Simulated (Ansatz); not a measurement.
Reaction (cleavage of the B–B bond): `CB(Cl)B[SiH3]` + `C[SiH2]O` → `C[SiH2]OB[SiH3]` + `CBCl`

Gas-phase electronic energies from Ansatz, PBE0-D4/def2-TZVP geometries. CCSD(T)/CBS adds triple-zeta CCSD(T) − MP2 to the extrapolated MP2 energy (def2 sets, frozen cores). This one scheme is used for every species. Functionals use def2-TZVPP. B3LYP here is the variant with VWN-RPA as its local correlation; programs differ in this. Each species was taken in one conformer, which may not be the lowest.

(1) Is it downhill or uphill in electronic energy at CCSD(T)/CBS, and by how much? (An estimate is asked.)

(2) What do these levels give: PBE-D4, r2SCAN-D4, PBE0-D4, B3LYP-D4, ωB97M-V, B2PLYP, r2SCAN, PBE0, MP2/def2-TZVPP, HF/def2-QZVPP, MP2/def2-QZVPP, MP2/CBS(def2)? (Estimate.)

Largest T1 diagnostic among the species: 0.013.

Results:

(1) Computed: Downhill: ΔE = -1.41 eV.

(2) The calculation gave: PBE-D4 -1.30, r2SCAN-D4 -1.35, PBE0-D4 -1.33, B3LYP-D4 -1.44, ωB97M-V -1.45, B2PLYP -1.48, r2SCAN -1.36, PBE0 -1.34, MP2/def2-TZVPP -1.46, HF/def2-QZVPP -1.58, MP2/def2-QZVPP -1.45, MP2/CBS(def2) -1.43 eV.

From PBE to PBE0 (25 % exact exchange), in def2-TZVPP and without D4, ΔE moves by −0.03 eV. In def2-TZVPP, CCSD(T) changes the Hartree–Fock value by +0.12 eV (the triples alone add +0.01 eV) and MP2 by +0.11 eV.
